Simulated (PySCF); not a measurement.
A GIAO shielding run with PySCF 2.14 (density fitting, non-relativistic, gas phase) on `C[N+]1(C)CCCC1`, [C6H14N]+:

```
{"job": {"kind": "nmr", "xc": "WP04", "basis": "pcSseg-1", "pop": false}, "charge": 1, "multiplicity": 1}
C      1.363471    -0.456376     1.184980
N      0.390977    -0.166457     0.100625
C      1.126837     0.013059    -1.182900
C     -0.630862    -1.270455    -0.037833
C     -1.802306    -0.611023    -0.732182
C     -1.864728     0.773633    -0.076826
C     -0.437969     1.074051     0.401216
H      1.917982    -1.370204     0.936249
H      2.062141     0.384668     1.277842
H      0.822073    -0.596814     2.128457
H      1.844277     0.835017    -1.069963
H      0.418047     0.253479    -1.983160
H      1.660493    -0.914542    -1.424669
H     -0.175890    -2.120319    -0.563538
H     -0.894987    -1.585618     0.982116
H     -2.725057    -1.189001    -0.591474
H     -1.635420    -0.546727    -1.817560
H     -2.544698     0.757347     0.786003
H     -2.238227     1.545108    -0.762228
H      0.038234     1.925120    -0.101627
H     -0.386220     1.250688     1.482891
```

Hardware: 1 thread of an Arm Neoverse V1, shared host.

Q: How large is the calculation?

A: 56 electrons, 189 basis functions and 970 auxiliary functions.

Q: How long does it take?

A: 25 s of wall time, with 14 SCF cycles and 3 response iterations. Times on a shared host scatter by some tens of per cent.

Q: And these other runs on the same molecule and hardware: GIAO shielding at PBE0/pcSseg-1; spin–spin coupling at B3LYP/pcJ-1?

A: PBE0/pcSseg-1: 189 functions, 27 s; B3LYP/pcJ-1: 329 functions, 120 s.
